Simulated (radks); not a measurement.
The numbers below are computed, except where a source is named.
Trend from N2+ to Bi2+: ionisation energy by Delta-SCF between NIST ground configurations, and size. Code: a radial shooting solver on a logarithmic mesh with Libxc functionals. Model: scalar-relativistic Kohn-Sham, r2SCAN, spin-unpolarised, spherical densities, finite nucleus; meta-GGA in the generalised Kohn-Sham scheme; Fermi nuclear charge, rms radius of each element as measured or else 0.836 A^(1/3) + 0.57 fm.

\begin{tabular}{lrrrr}
species & configuration & IE (eV) & NIST (eV) & kind \\ \hline
N2+ & [He] 2s2 2p1 & 46.502 & 47.445 & semi-emp. \\
P2+ & [Ne] 3s2 3p1 & 29.521 & 30.203 & exp. \\
As2+ & [Ar] 3d10 4s2 4p1 & 27.570 & 28.35 & exp. \\
Sb2+ & [Kr] 4d10 5s2 5p1 & 24.223 & 25.324 & exp. \\
Bi2+ & [Hg] 6p1 & 23.046 & 25.571 & exp. \\
\end{tabular}

Reference values: NIST Atomic Spectra Database (exp. = measured, semi-emp. = semi-empirical, theory = theoretical value adopted there). Spin polarisation and multiplet splitting are left out, so open shells lie too high by an amount that depends on their filling. Spin-orbit splitting is averaged out at the scalar-relativistic level.

Beside tabulated values, note that spin-unpolarised runs miss the spin-polarisation part of the exchange energy of open shells, and scalar-relativistic runs lack spin-orbit coupling.
